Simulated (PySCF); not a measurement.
## Assignment exercise: C7H13OPSi

Numbering as in the mapped SMILES `[CH3:1][C@H:2]1[CH:3]=[CH:4][P@:5](=[O:6])([CH2:7][SiH3:8])[CH:9]=[CH:10]1`; H(Xn) means a hydrogen on atom n.

Level of theory: geometry: GFN2-xTB, NMR shieldings at PBE0/pcSseg-1/GIAO, in PySCF 2.14 (non-relativistic Hamiltonian, isolated molecule, a single conformation, rapidly exchanging positions averaged).

Chemical shifts δ = σref − σ; ¹³C (186.93 ppm), ¹H (31.72 ppm) against TMS, all at this level.

Problem. Assign these signals to the numbered atoms. ¹³C{¹H} NMR (computed): δ 154.9, 138.9, 36.6, 22.6, 15.5.

Solution. 
| δ (ppm) | atoms | environment | reason |
| --- | --- | --- | --- |
| 154.9 | C3/C10 | alkene CH | the olefinic region |
| 138.9 | C4/C9 | alkene CH | – |
| 36.6 | C2 | allylic sp3 CH | aliphatic region, no heteroatom directly attached |
| 22.6 | C1 | methyl carbon | aliphatic region, no heteroatom directly attached |
| 15.5 | C7 | sp3 CH2 bonded to P and Si | – |

Problem. Assign these signals to the numbered atoms. ¹H NMR (400 MHz, computed): δ 6.65 (m, 2H), 6.59 (m, 2H), 4.11 (m, 3H), 2.43 (m, 1H), 1.35 (d, 3H), 0.99 (m, 2H).

Solution. 
| δ (ppm) | atoms | environment | reason |
| --- | --- | --- | --- |
| 6.65 | H(C3)/H(C10) | hydrogen on an alkene CH | attached to an sp2 carbon and in the plane of the double bond |
| 6.59 | H(C4)/H(C9) | hydrogen on an alkene CH | – |
| 4.11 | H(Si8) | hydrogen on a silicon bonded to C | – |
| 2.43 | H(C2) | hydrogen on an allylic sp3 CH | allylic position |
| 1.35 | H(C1) | hydrogen on a methyl carbon | – |
| 0.99 | H(C7) | hydrogen on an sp3 CH2 bonded to P and Si | – |

H(C3)/H(C10) and H(C4)/H(C9) lie closer than the usual error of such a calculation, so a measured spectrum could show them in the other order.

Splittings by ³¹P in the carbon and heteronuclear signals aren't shown, as no couplings were computed. Shifts are as computed. Against solution values, carbons near 30 ppm lie about +3 ppm off and those near 130 ppm about +5 ppm. Of 1211 compounds with measured shifts, 218 miss one by over three times the rms of a fit or turn the order of signals round; such compounds aren't used in these exercises. No couplings were computed; multiplicities are counted from neighbouring protons, with m where these are inequivalent, close in shift, in a saturated or five-membered ring or joined by F or P, and br s for small geminal =CH2 splittings.
